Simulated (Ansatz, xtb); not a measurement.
Diatomic P$_{2}$+, multiplicity 2 (lowest of 2S+1 = 2, 4 at CCSD(T)/def2-TZVPP on PBE0 minima; our sources give no spin for the ground state, which may be another). The T1 diagnostic near the minimum is 0.084, so single-reference values are doubtful.

The constants come from a fifth-degree fit in 1/R (seven points, main isotopes). In def2 and cc sets the state is the lowest found near the PBE0 minimum, followed along R.

The values were computed with Ansatz (an electronic-structure program); xtb for the GFN methods.  The GFN methods have no spin term and hold the electronic entropy of 300 K.

What bond length and harmonic frequency does GFN2-xTB give?

r_e = 1.970 Å, ω_e = 805 cm⁻¹.

What bond length and harmonic frequency does B3LYP/def2-TZVPP give?

r_e = 1.976 Å, ω_e = 703 cm⁻¹.

What bond length and harmonic frequency does PBE0/def2-TZVPP give?

r_e = 1.966 Å, ω_e = 728 cm⁻¹.

Measured for the ground state: r_e 1.9859 Å, ω_e 672.2 cm-1, ω_e x_e 2.74 cm-1, B_e 0.276 cm-1, α_e 0.00151 cm-1 [Irikura, J. Phys. Chem. Ref. Data 36, 389 (2007)].
